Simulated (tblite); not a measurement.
Compound: C7H9OP.
Numbering: `[CH3:1][C@@H:2]1[CH2:3][P:4]1[c:5]1[cH:6][cH:7][cH:8][o:9]1` (hydrogens: H10, H11, H12 on C1; H13 on C2; H14, H15 on C3; H16 on C6; H17 on C7; H18 on C8)

Structure used (GFN2-xTB), in Å, numbered top down from 1:
```xyz
18
C7H9OP angstrom
C      2.9104   -0.9168   -0.0044
C      1.5312   -0.3719   -0.2745
C      1.3772    1.0886   -0.5835
P      0.6823    0.6075    1.0631
C     -1.0372    0.3138    0.5687
C     -2.1649    0.3187    1.3459
C     -3.2444    0.0384    0.4783
C     -2.6981   -0.1153   -0.7581
O     -1.3670    0.0489   -0.7160
H      3.4813   -0.2222    0.6093
H      3.4436   -1.0679   -0.9435
H      2.8542   -1.8712    0.5155
H      0.8891   -1.0472   -0.8317
H      0.6768    1.3817   -1.3536
H      2.2749    1.6928   -0.5517
H     -2.2052    0.5010    2.4004
H     -4.2804   -0.0376    0.7379
H     -3.1323   -0.3349   -1.7138
```

Computed with GFN2-xTB (tblite): harmonic, unscaled wavenumbers at the GFN2-xTB geometry, gas phase. Against measured fundamentals such values can be off by several per cent, at times by over 20. One conformer, not necessarily the lowest.

Harmonic wavenumbers (cm⁻¹): 38.5, 95.9, 136.9, 188.0, 239.2, 247.5, 292.6, 406.6, 468.6, 584.2, 610.6, 654.7, 680.9, 760.4, 817.3, 827.4, 845.7, 856.8, 879.0, 905.5, 950.3, 982.2, 994.0, 1035.1, 1072.6, 1084.0, 1118.5, 1152.4, 1170.3, 1179.7, 1212.2, 1314.2, 1364.2, 1405.2, 1410.2, 1435.7, 1487.2, 1491.9, 1551.5, 2996.1, 3009.5, 3025.5, 3028.3, 3046.9, 3066.9, 3162.1, 3178.3, 3188.1.

A = 3684, B = 864.6, C = 790.8 MHz; mass 140.039 u (most abundant isotopes); point group C1, symmetry number 1.

Problem. Zero-point energy?

Solution. Half the sum of the wavenumbers: 30825 cm⁻¹ = 88.13 kcal/mol.

Problem. Entropy at 273.15 K, 1 bar (ideal gas, RRHO, classical rotation)?

Solution. Translation 40.31, rotation 28.97, vibration 22.10: S = 91.4 cal/(mol K).

Problem. And Cp and H(273.15 K) − H(0)?

Solution. Cp = 33.00 cal/(mol K), of which vibrations give 25.05 (their classical limit is 48 R = 95.4); H(273.15 K) − H(0) = 5.42 kcal/mol without the zero-point energy, 3.25 from vibrations.

Problem. Blend soft modes into free rotors: weight 1/[1 + (100 cm⁻¹/ν̃)⁴] for the oscillator and the rest for a rotor with moment μB/(μ + B), μ = h/(8π²ν), B = 10⁻⁴⁴ kg m². What vibrational entropy results?

Solution. 20.37 cal/(mol K) in place of 22.10, which changes −T·S at 273.15 K by +0.47 kcal/mol.

Problem. What must be added to the electronic energy to get the Gibbs energy at 273.15 K and 1 bar?

Solution. ZPE + [H(273.15 K) − H(0)] − T·S = 88.13 + 5.42 − 24.96 = 68.59 kcal/mol.

Hindered rotation and anharmonicity are outside this model. Other conformers, if any are populated, would add a mixing term that is left out. The structure is chiral; the term R ln 2 for an equal mix with its mirror image is left out.
